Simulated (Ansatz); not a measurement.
A nudged elastic band was laid between two geometries of GeH4S2Si (8 atoms, charge 0, multiplicity 1).

All numbers below come from Ansatz, RKS CAM-B3LYP-D4/def2-SVP.

```yaml
movable_images: 9
climbing_image: yes
spring: 5.0 eV/Å²
optimiser: quadratic models (default)
start_path: through a guess of the saddle point
force_threshold: 0.05 eV/Å
iteration_limit: 60
end_points: relaxed
```

First end point:

```xyz
8
Properties=species:S:1:pos:R:3
Si -0.687 1.060 -0.498
Ge 0.105 -0.982 0.405
S 1.937 -0.785 1.628
S 2.070 -1.626 -0.381
H -1.451 0.789 -1.744
H -1.572 1.729 0.492
H 0.514 1.883 -0.779
H -0.824 -2.125 0.821
```

Last end point:

```xyz
8
Properties=species:S:1:pos:R:3
Si -0.737 1.142 -0.554
Ge -0.897 -1.247 0.066
S 1.274 -1.030 1.332
S 1.330 -1.631 -0.681
H -0.871 1.245 -2.038
H -1.824 1.974 0.048
H 0.575 1.734 -0.160
H 1.242 -2.245 1.932
```

Q: What changes between the two ends?

A: Bonds broken: Ge2–H8. Bonds formed: S3–H8.

Q: Give the energies along the band, and the barrier.

A: It converged. The highest image is number 5 of 0 to 10, 31.8 kcal/mol above the first end and 23.4 kcal/mol above the last; the last end lies 8.4 kcal/mol above the first. A vibrational analysis at the climbing image gives one clearly imaginary mode, 916i cm⁻¹: a first-order saddle point. The orbitals stay closed-shell, which can raise the energy where a bond breaks towards radicals; this wasn't checked here.

```csv
image,path coordinate (Å),energy (kcal/mol),Ge2–H8 (Å),S3–H8 (Å)
0,0.00,0.0,1.53,3.17
1,0.35,0.7,1.53,3.14
2,0.70,4.1,1.52,2.96
3,1.05,13.3,1.52,2.62
4,1.40,25.3,1.55,2.25
5,1.75,31.8,1.65,1.85
6,2.30,19.3,2.19,1.39
7,2.86,12.1,2.69,1.35
8,3.41,9.1,2.98,1.35
9,3.97,8.6,3.00,1.36
10,4.52,8.4,3.01,1.36
```

Q: What is the geometry of the highest image?

A: 
```xyz
8
Properties=species:S:1:pos:R:3
Si -0.673 0.992 -0.570
Ge -0.275 -1.361 -0.160
S 1.441 -0.775 1.530
S 1.989 -1.522 -0.326
H -1.406 1.170 -1.855
H -1.517 1.541 0.527
H 0.643 1.679 -0.628
H -0.110 -1.781 1.427
```

Q: What are the harmonic wavenumbers there?

A: 916i, 84, 116, 155, 292, 337, 364, 505, 522, 543, 793, 882, 939, 961, 1694, 2239, 2248, 2275 cm⁻¹.

The run took 6.5 min on 2 threads of Intel(R) Xeon(R) Platinum 8488C (Sapphire Rapids), with other jobs on the host, peak memory 0.35 GiB.
